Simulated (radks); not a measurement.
Fractional charge and spin in the 6s shell of lutetium: the spin-up occupation runs from 0 to 1 and the spin-down occupation from 0 to 1; the fullest corner is Lu, [Xe] 4f14 5d(up 0.5, down 0.5) 6s(up 1, down 1). All-electron calculation, scalar-relativistic Kohn-Sham, r2SCAN, spin-polarised, spherical densities, finite nucleus; meta-GGA in the generalised Kohn-Sham scheme; Fermi nuclear charge, rms radius of each element as measured or else 0.836 A^(1/3) + 0.57 fm. Program: a radial shooting solver on a logarithmic mesh with Libxc functionals. Energy (eV) minus the two flat planes that join the four corners (they meet along the diagonal where the two added fractions sum to one electron); zero is where a piecewise linear energy would lie.

\begin{tabular}{lrrr}
down \ up & 0 & 0.5 & 1 \\ \hline
0 & 0.000 & -0.612 & 0.000 \\
0.5 & -0.612 & 0.422 & -0.545 \\
1 & 0.000 & -0.545 & 0.000 \\
\end{tabular}

Corners above the fullest one (they belong to Lu+ and the next ion): (up 1, down 0) 6.968 eV, (up 0, down 1) 6.968 eV, (up 0, down 0) 20.247 eV. With half an added electron in each spin the energy lies 0.422 eV from the planes, and with half an added electron in spin up alone -0.612 eV. The planes are only a guide here: the flat-plane condition holds for ground states with one frontier orbital, while this shell lies below other occupied shells, so the corners above the fullest one are inner-hole states and not the ground states of those ions.
